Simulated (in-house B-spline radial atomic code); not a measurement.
The numbers below are computed, except where a source is named.
Sb in an electron gas of r_s = 1.8: phase shifts, screening and friction

A nucleus sits in a uniform electron gas with a rigid positive background. The Kohn-Sham equations are solved self-consistently in the spin-unpolarised LDA (PW92), non-relativistic, on B-splines with outgoing waves at the boundary and partial waves to l = 8. The model has no lattice, no bands and no magnetic solution. Atomic units; δ_l are the phase shifts at the Fermi level, counted so that each bound state adds π, and good to about 0.0005.

The density parameter is r_s = 1.8 bohr.

| l | δ_l (rad) |
| --- | --- |
| 0 | 12.9748 |
| 1 | 10.4629 |
| 2 | 6.7543 |
| 3 | 0.2232 |
| 4 | 0.0342 |
| 5 | 0.0072 |
| 6 | 0.0017 |
| 7 | 0.0005 |
| 8 | 0.0002 |

Bound levels below the band bottom (hartree): d -18.75, s -4.612, p -3.212, d -0.8722, s -0.1216 and deeper ones.

Question: Check the Friedel sum rule, and say where the screening charge sits.

Answer: k_F = (9π/4)^(1/3)/r_s = 1.06620. The rule is Z = (2/π) Σ (2l + 1) δ_l. The terms are s 8.260, p 19.983, d 21.500, f 0.995 and 0.267 beyond, in all 51.004 against Z = 51. Bound states hold 10 s, 18 p, 20 d electrons, so the scattering states carry 3.00 in all; where a term is smaller than its bound count, the bound level has drawn weight out of the band.

Question: Find the transport cross section and the electronic stopping of a 10 keV Sb ion (mass 121.76 u).

Answer: σ_tr = (4π/k_F²) Σ (l + 1) sin²(δ_l − δ_(l+1)). The terms for l = 0 to 3 are 0.3468, 0.5770, 0.1806, 0.1412, all together 1.2494, so σ_tr = 11.054 × 1.2494 = 13.812 bohr². With n = 3/(4π r_s³) = 0.04093, the friction coefficient is Q = n k_F σ_tr = 0.6028. For v well below v_F = 1.066, dE/dx = Q v; with 24801 eV per u at v = 1, v = √(10000/(24801 × 121.76)) = 0.0575, so dE/dx = 0.03469 hartree/bohr = 17.8 eV/nm. The largest term couples the p and d waves.
